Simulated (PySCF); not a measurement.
Electronic structure of Sc³⁺ (scandium, charge +3) at the PBE level

Configuration: [Ar], closed-shell 1S. Computed with PySCF 2.14 in aug-cc-pVDZ, with no relativity, point nucleus.

| Quantity | Value |
| --- | --- |
| Total energy | -758.724 hartree |
| One-electron energy | -1015.855 hartree |
| Hartree (Coulomb) energy | 294.919 hartree |
| Exchange-correlation energy | -37.787 hartree |
| Kinetic energy | 757.19557 hartree |
| ⟨S²⟩ | 0.0000 |
| ⟨L²⟩ | 0.000 |
| Sum of ⟨r⟩ | 11.71 bohr |
| Sum of ⟨r²⟩ | 13.10 bohr² |
| Density at the nucleus (Gaussians lack the cusp) | 6140 bohr⁻³ |
| Langevin diamagnetic susceptibility | -10.4 ×10⁻⁶ cm³/mol |

```
shell  electrons  mean orbital energy (hartree)  rms radius, mean of both spins (bohr)
   1s          2                     -161.91025                                 0.0852
   2s          2                      -18.54604                                  0.376
   2p          6                      -15.53964                                  0.343
   3s          2                       -3.18641                                   1.14
   3p          6                       -2.40218                                   1.26
```
